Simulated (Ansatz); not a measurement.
Correlation energies of arsine (`[AsH3]`) by basis set

```xyz
4

As   -0.322   -0.426   -0.344
H    -0.703    1.043   -0.243
H    -0.118   -0.532    1.160
H     1.143   -0.085   -0.573
```

The species carries charge 0 and has multiplicity 1. Correlated methods include outer-core shells of As, which these sets cover unevenly. Scalar relativity is left out up to krypton. The geometry is a stationary point of PBE0-D4/def2-TZVP. Frozen core, restricted reference, the Gaussian-basis code of Ansatz.

| basis | HF (Eh) | MP2 corr. |
| --- | --- | --- |
| def2-SVP | -2235.65091 | -0.25038 |
| def2-TZVPP | -2235.93113 | -0.28693 |
| def2-QZVPP | -2235.97693 | -0.57014 |

(1) Estimate the CCSD correlation energy and the (T) correction in each basis where they were run (hartree).

Results:

(1) 
```tsv
basis	CCSD corr.	(T)
def2-SVP	-0.26768	-0.00644
def2-TZVPP	-0.30484	-0.00971
def2-QZVPP	-0.56683	-0.01373
```
